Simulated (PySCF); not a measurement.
**C²⁺ (carbon, charge +2) across methods**

[He] 2s1 3s1, high-spin 3S determinant (an excited configuration). Calculation: PySCF 2.14, in aug-cc-pVQZ with one added diffuse shell each of s, p, d, f, g type (7s6p5d4f3g, 105 functions); the non-relativistic Hamiltonian (point nucleus). The B2PLYP total includes its PT2 part (frozen core); its orbital energies are those of the SCF part.

```json
{"method": "CAM-B3LYP", "E (hartree)": "-35.4348", "mean ε 1s β (eV)": "-330.20", "mean ε 2s α (eV)": "-52.254", "mean ε 3s α (eV)": "-17.336", "Σ⟨r²⟩ (bohr²)": "15.24", "⟨S²⟩": "2.000"}
{"method": "r2SCANh", "E (hartree)": "-35.4434", "mean ε 1s β (eV)": "-327.82", "mean ε 2s α (eV)": "-49.975", "mean ε 3s α (eV)": "-16.090", "Σ⟨r²⟩ (bohr²)": "15.37", "⟨S²⟩": "2.000"}
{"method": "PBE0", "E (hartree)": "-35.4220", "mean ε 1s β (eV)": "-329.50", "mean ε 2s α (eV)": "-50.753", "mean ε 3s α (eV)": "-16.558", "Σ⟨r²⟩ (bohr²)": "15.19", "⟨S²⟩": "2.000"}
{"method": "B2PLYP", "E (hartree)": "-35.4410", "mean ε 1s β (eV)": "-339.69", "mean ε 2s α (eV)": "-52.646", "mean ε 3s α (eV)": "-16.931", "Σ⟨r²⟩ (bohr²)": "15.38", "⟨S²⟩": "2.000"}
{"method": "PBE", "E (hartree)": "-35.4123", "mean ε 1s β (eV)": "-320.57", "mean ε 2s α (eV)": "-48.892", "mean ε 3s α (eV)": "-15.945", "Σ⟨r²⟩ (bohr²)": "15.10", "⟨S²⟩": "2.000"}
{"method": "LDA", "E (hartree)": "-35.0833", "mean ε 1s β (eV)": "-317.92", "mean ε 2s α (eV)": "-48.585", "mean ε 3s α (eV)": "-15.811", "Σ⟨r²⟩ (bohr²)": "15.18", "⟨S²⟩": "2.000"}
{"method": "r2SCAN", "E (hartree)": "-35.4422", "mean ε 1s β (eV)": "-324.68", "mean ε 2s α (eV)": "-49.280", "mean ε 3s α (eV)": "-15.855", "Σ⟨r²⟩ (bohr²)": "15.37", "⟨S²⟩": "2.000"}
{"method": "UHF", "E (hartree)": "-35.38785", "mean ε 1s β (eV)": "-355.47", "mean ε 2s α (eV)": "-55.951", "mean ε 3s α (eV)": "-18.013", "Σ⟨r²⟩ (bohr²)": "15.67", "⟨S²⟩": "2.000"}
```

Task: Estimate the same row for PW91.

Result: E (hartree) = -35.4370; mean ε 1s β (eV) = -320.96; mean ε 2s α (eV) = -48.970; mean ε 3s α (eV) = -15.966; Σ⟨r²⟩ (bohr²) = 15.10; ⟨S²⟩ = 2.000.

The outer electron is Rydberg-like, and this basis confines it to a smaller radius and binds it less than a complete one would.
